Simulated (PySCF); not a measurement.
**Electron correlation in Ni¹¹⁺ (nickel, charge +11)**

Starting occupation: [Ne] 3s2 3p5, 3p1/2 with m_j = -1/2, +1/2, 3p3/2 with m_j = -1/2, +1/2, +3/2. All numbers are calculated (PySCF 2.14, X2C-1e with screened-nucleus spin-orbit coupling, Gaussian nucleus, in an even-tempered Gaussian basis (20 s from 0.76 bohr⁻², ratio 2.4; 14 p from 0.98 bohr⁻², ratio 2.4; 5 d from 5.8 bohr⁻², ratio 2.6; 4 f from 8.8 bohr⁻², ratio 2.6)). Frozen: 1s2; 15 electrons correlated; the 58 highest virtual spinors left out.

MP2 pair energies summed by pair of shells (mhartree):

```csv
pair,energy,share (%)
2p-2p,-186.73,33.9
3p-3p,-111.87,20.3
2p-3p,-80.46,14.6
3p-3s,-56.21,10.2
2p-2s,-55.21,10.0
2p-3s,-21.53,3.9
2s-3p,-15.00,2.7
2s-2s,-10.18,1.8
3s-3s,-9.24,1.7
2s-3s,-5.12,0.9
```

Total MP2 correlation energy: -551.55 mhartree.

The GHF reference relaxed away from the jj start to a determinant that is no pure jj level (⟨S²⟩ = 0.75, ⟨J²⟩ = 3.75); the energies belong to that determinant.
